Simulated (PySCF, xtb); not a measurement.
(E)-1-bromo-2-fluoroprop-1-ene (C3H4BrF), SMILES C(/Br)=C(/C)F.

Harmonic wavenumbers (cm⁻¹) from GFN2-xTB run with xtb at its own minimum, in rising order: 84, 182, 216, 339, 415, 435, 725, 764, 890, 1012, 1034, 1138, 1252, 1394, 1440, 1455, 1700, 3006, 3022, 3072, 3106.

What does PySCF with PBE-D3(BJ)/def2-SVP give at its own minimum? (An estimate is asked for; the answer gives what the named calculation found.)

143, 188, 227, 357, 428, 447, 734, 760, 886, 978, 1011, 1132, 1263, 1355, 1391, 1394, 1683, 2975, 3049, 3108, 3164. Paired by order, the mean absolute difference is 25 cm⁻¹ and the zero-point energies are 38.1 and 38.1 kcal/mol.
